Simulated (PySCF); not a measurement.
Isomers of C5H3FOS, mass 129.989 u with the commonest isotopes. Level of theory: PBE0-D3(BJ)/def2-SVP geometry optimisation, gas phase (PySCF 2.14.0). One conformer each, none proved a minimum here; rigid rotors.

Problem. Order these by rotational constant C, largest first.
A. `O=c1ccscc1F`
B. `c1c(cc(oc1)F)=S`
C. `[O:1]=[C:2]([F:3])[c:4]1[cH:5][cH:6][cH:7][s:8]1` with O1–C2–C4–C5 179°

Solution. A (1049 MHz), C (1020 MHz), B (909.5 MHz).

Problem. Order these by rotational constant B, smallest first.
A. `O=C1C=CSC=C1F`
B. `Fc1cc(=S)cco1`
C. `[O:1]=[C:2]([F:3])[c:4]1[cH:5][cH:6][cH:7][s:8]1` with O1–C2–C4–C5 179°

Solution. B (1200 MHz), C (1408 MHz), A (1604 MHz).

Problem. Order these by radius of gyration √(Σ m r²/M), smallest first.
A. `Fc1cc(=S)cco1`
B. `[O:1]=[C:2]([F:3])[c:4]1[cH:5][cH:6][cH:7][s:8]1` with O1–C2–C4–C5 179°
C. `O=C1C=CSC=C1F`

Solution. C (1.926 Å), B (1.952 Å), A (2.068 Å).

| SMILES | point group | Ia (u·Å²) | Ib (u·Å²) | Ic (u·Å²) | κ | μa (D) | μb (D) | μc (D) |
| --- | --- | --- | --- | --- | --- | --- | --- | --- |
| Fc1cc(=S)cco1 | Cs | 134.67 | 421.00 | 555.67 | -0.80 | 3.01 | 2.05 | 0.00 |
| O=C(F)c1cccs1 | Cs | 136.46 | 358.90 | 495.35 | -0.71 | 3.73 | 1.66 | 0.01 |
| O=c1ccscc1F | Cs | 166.88 | 315.12 | 481.99 | -0.44 | 4.42 | 0.45 | 0.01 |
